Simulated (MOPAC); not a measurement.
MOPAC input (PM7):

```
PM7 PRECISE GNORM=0.05 LET XYZ CHARGE=-1 GEO-OK AUX(PRECISION=9) THREADS=1
CH4BO2

C    -1.48752700 1   -0.09093500 1   -0.13571900 1
B     0.11923500 1    0.14157700 1   -0.02817100 1
O     0.76600700 1    1.23227600 1   -0.27483200 1
O     0.76822700 1   -1.08768800 1    0.40004100 1
H    -1.91471700 1   -0.40233600 1    0.82663100 1
H    -1.99995200 1    0.81984500 1   -0.45643000 1
H    -1.73209800 1   -0.88946600 1   -0.84854100 1
H     1.70188600 1   -0.84702400 1    0.43184000 1
```

From the output:

```
                                                       MOPAC v23.2.5 Linux

          FINAL HEAT OF FORMATION =       -172.99364 KCAL/MOL =    -723.80537 KJ/MOL

          COSMO AREA              =         95.55 SQUARE ANGSTROMS
          COSMO VOLUME            =         77.81 CUBIC ANGSTROMS

          GRADIENT NORM           =          0.03169          =       0.01120 PER ATOM
          IONIZATION POTENTIAL    =          3.658963 EV
          HOMO LUMO ENERGIES (EV) =         -3.659  6.526
          NO. OF FILLED LEVELS    =         12
          MOLECULAR WEIGHT        =         58.8514         POINT GROUP:  Cs

          MOLECULAR DIMENSIONS (Angstroms)

            Atom       Atom       Distance
            H     8    H     6     4.20371
            O     3    H     5     2.98052
            H     7    O     3     1.69630

          SCF CALCULATIONS        =         23

   ATOM   CHEMICAL          X               Y               Z
  NUMBER   SYMBOL      (ANGSTROMS)     (ANGSTROMS)     (ANGSTROMS)

     1       C         -1.50869638  *  -0.09346401  *  -0.13729230  *
     2       B          0.10267143  *   0.16878489  *  -0.03788832  *
     3       O          0.76744479  *   1.23333570  *  -0.27498420  *
     4       O          0.76990698  *  -1.08599537  *   0.39973352  *
     5       H         -1.86121737  *  -0.39709967  *   0.84299094  *
     6       H         -1.99917430  *   0.81895568  *  -0.45608474  *
     7       H         -1.67620136  *  -0.89061798  *  -0.85416508  *
     8       H          1.70661339  *  -0.94155893  *   0.45984519  *

                             CARTESIAN COORDINATES

   1    C       -1.508696383    -0.093464008    -0.137292300
   2    B        0.102671426     0.168784889    -0.037888318
   3    O        0.767444787     1.233335700    -0.274984202
   4    O        0.769906980    -1.085995373     0.399733523
   5    H       -1.861217375    -0.397099673     0.842990942
   6    H       -1.999174304     0.818955681    -0.456084740
   7    H       -1.676201362    -0.890617977    -0.854165077
   8    H        1.706613386    -0.941558930     0.459845186

           Empirical Formula: C H4 O2 B  =     8 atoms

      MOLECULAR POINT GROUP   :   Cs

                  EIGENVALUES
 -22.15062 -20.53119 -18.95037 -10.89181  -8.73921  -8.43569  -8.13408  -7.09387
  -6.51766  -5.45604  -4.74620  -3.65896   6.52579   8.50415   9.25146  11.25960
  11.32903  11.52683  12.17347  12.55029

              NET ATOMIC CHARGES AND DIPOLE CONTRIBUTIONS

  ATOM NO.   TYPE          CHARGE      No. of ELECS.   s-Pop       p-Pop
    1          C          -0.520757        4.5208     1.04780     3.47296
    2          B           0.215898        2.7841     0.67553     2.10857
    3          O          -0.652110        6.6521     1.84327     4.80884
    4          O          -0.667206        6.6672     1.81481     4.85240
    5          H           0.113115        0.8869     0.88688
    6          H           0.110395        0.8896     0.88961
    7          H           0.113115        0.8869     0.88688
    8          H           0.287551        0.7124     0.71245
 DIPOLE           X         Y         Z       TOTAL
 POINT-CHG.    -1.312    -1.406     0.266     1.941
 HYBRID         0.284    -0.169     0.080     0.340
 SUM           -1.028    -1.575     0.346     1.912

          ATOMIC ORBITAL ELECTRON POPULATIONS

     Atom    s        px        py        pz
    1  C   1.04780   1.23162   1.12105   1.12029
    2  B   0.67553   0.82574   0.65967   0.62317
    3  O   1.84327   1.73297   1.56204   1.51383
    4  O   1.81481   1.34937   1.63009   1.87294
    5  H   0.88688
    6  H   0.88961
    7  H   0.88688
    8  H   0.71245

 **********************
 *                    *
 * JOB ENDED NORMALLY *
 *                    *
 **********************

 == MOPAC DONE ==
```

The dipole moment of an ion depends on the origin.

The geometry given is a B3LYP-D3(BJ)/def2-TZVP minimum.
